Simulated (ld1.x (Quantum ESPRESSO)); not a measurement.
# Before and after: TM potential for iron

* Element: iron
* Generator: ld1.x (Quantum ESPRESSO) 7.5
* Type: norm-conserving Troullier–Martins (Kleinman–Bylander form)
* Functional: LDA (PZ)
* Relativity: scalar-relativistic
* Frozen core: [Ne]
* Valence charge: 16
* Reference configuration: 3s2 3p6 3d6 4s1 4p1
* Partial waves: 3s (bound): rc 0.80 bohr; 3p (bound): rc 0.75 bohr; 3d (bound): rc 1.10 bohr
* Local potential: the d channel
* Core correction: none

Occupied shells without a wave of their own: 4p, 4s. They enter only through the test configuration that unscreens the potential.

Change: all radii scaled by about 1.15 (s 0.92, p 0.86, d 1.26 bohr).

Cutoffs: the cutoffs (Ry, on a coarse ladder) from which the occupation-weighted sum of valence levels, in a spherical-Bessel basis at the reference potential, stays within 10 and 1 mRy of its value at 400 Ry; they do not see the model core or the augmentation charge, which bear on the density cutoff. Errors are all-electron minus pseudo energies relative to the spin-unpolarised reference configuration.

Task: How do hardness, ghosts and transferability respond?

Result: Of the 9 tests that both files solve, the error grows in 2 and shrinks in 5 by more than 15 % and 0.3 meV (median size 114.5 → 86.9 meV); neither file shows a bound ghost.

| quantity | base | changed |
| --- | --- | --- |
| cutoff, loose | 200 Ry | 180 Ry |
| cutoff, tight | over 300 Ry | 300 Ry |
| loose cutoff by channel (10 mRy a level) | s 180 Ry, p 100 Ry, d 140 Ry | s 140 Ry, p 90 Ry, d 120 Ry |
| bound ghosts | none | none |
| largest miss of a reference level, eV | 0.09 | 0.05 |
| error for 3s2 3p6 3d6 4s2 4p0, meV [ΔE -4.18 eV] | +95 | +58 |
| error for 3s2 3p6 3d6 4s1 4p0, meV [ΔE 4.80 eV] | +28 | +87 |
| error for 3s2 3p6 3d6 4s0 4p0, meV [ΔE 21.30 eV] | -97 | +99 |
| error for 3s2 3p6 3d6 4s0 4p2, meV [ΔE 4.44 eV] | -118 | -86 |
| error for 3s2 3p6 3d6 4s0 4p1, meV [ΔE 9.94 eV] | -114 | -25 |
| error for 3s2 3p6 3d7 4s1 4p0, meV [ΔE -5.01 eV] | +10.0 | +21 |
| error for 3s1 3p6 3d6 4s2 4p0, meV [ΔE 97.22 eV] | +209 | +165 |
| error for 3s2 3p6 3d6 4s1 4p1 (spin-polarised), meV [ΔE -4.59 eV] | +421 | +360 |
| error for 3s2 3p6 3d6 4s2 4p0 (spin-polarised), meV [ΔE -7.57 eV] | +488 | +410 |

Base: The 4p, 4s levels have no wave, so the channel is fitted at the deeper level alone: the likely source of the large errors. Changed file: The 4p, 4s levels have no wave, so the channel is fitted at the deeper level alone: the likely source of the large errors.
